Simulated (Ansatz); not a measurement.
The same path of F3H2NTi + H2 (9 atoms, charge 0, multiplicity 1) was run twice with different band settings. Lost on the way: H8–H9. Made: Ti1–H8, N2–H9.

All numbers below come from Ansatz 0.2.0, RKS PBE0-D4/def2-SVP.

Relaxed end points:

```xyz
9
Properties=species:S:1:pos:R:3
Ti 0.278 0.015 0.207
N 0.363 -0.010 2.045
H -0.450 -0.061 2.655
H 1.225 0.039 2.582
F 1.917 0.012 -0.360
F -0.571 1.445 -0.324
F -0.622 -1.372 -0.351
H -2.733 -0.406 1.095
H -2.774 0.348 1.193
```

```xyz
9
Properties=species:S:1:pos:R:3
Ti -0.332 0.131 -0.060
N -0.375 -0.183 2.203
H -0.428 -1.183 2.398
H 0.494 0.172 2.602
F 1.171 0.956 0.306
F -0.619 0.555 -1.724
F -0.383 -1.621 -0.082
H -1.743 0.909 0.416
H -1.150 0.272 2.683
```

Common settings: movable images 5; climbing image yes; spring 5.0 eV/Å²; optimiser quadratic models (default); start path through a guess of the saddle point; iteration limit 60; end points relaxed.

| run | force threshold |
| --- | --- |
| 1 | 0.03 eV/Å |
| 2 | 0.2 eV/Å |

(1) What does each run give, and how far can it be trusted?

Results:

(1) Run 1: converged after 33 iterations, highest image 1.263 eV above the first end. A vibrational analysis at the climbing image gives one clearly imaginary mode, 1348i cm⁻¹: a first-order saddle point.
Run 2: converged after 13 iterations, highest image 1.288 eV above the first end. The threshold of 0.2 eV/Å is loose, so the images may lie well off the minimum-energy path. The order of the point at the top wasn't checked.
The orbitals stay closed-shell, which can raise the energy where a bond breaks towards radicals; this wasn't checked here.
